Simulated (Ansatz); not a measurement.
Ideal-gas functions of `[OH][Sn][OH]` at 400 K and 1 bar, from an Ansatz frequency run at PBE0-D4/def2-TZVP.

Molar mass 152.73 g/mol, point group Cs (symmetry number 1), electronic degeneracy 1, moments of inertia 52.068, 71.202, 123.271 u Å². Harmonic wavenumbers (cm⁻¹, unscaled): 193, 365, 464, 585, 621, 721, 782, 3846, 3893.

Use S(trans) = R[1.5 ln M + 2.5 ln T − 1.1517]; rotational temperatures θ = 24.2544 K / I; S(rot) = R[ln(√π/σ · √(T³/θAθBθC)) + 1.5]; for each mode x = 1.438777 ν̃/T, S = R[x/(eˣ − 1) − ln(1 − e⁻ˣ)] and H = RT x/(eˣ − 1); 1 cm⁻¹ = 0.0119627 kJ/mol; R = 8.31446 J/(mol·K).

By hand: the entropy, in J/(mol·K).

Translation 177.7. Rotation: θ = 0.4658, 0.3406, 0.1968 K, giving 106.4. Vibration, mode by mode: 11.51, 6.62, 4.96, 3.51, 3.17, 2.39, 2.01, 0.00, 0.00, in all 34.2. Electronic 0.0. Sum 318.3 J/(mol·K).

By hand: H − E and G − E in kJ/mol, counted from the electronic energy.

Zero-point energy ½ × 11470 × 0.0119627 = 68.6; thermal vibration 8.4; translation, rotation and pV give 4 RT = 13.3. H − E = 90.3 kJ/mol, and G − E = 90.3 − 400 × 318.3/1000 = -37.0 kJ/mol.

Vibration gives 11 % of the entropy. The sum counts one conformer and one mirror image; others add a mixing term.
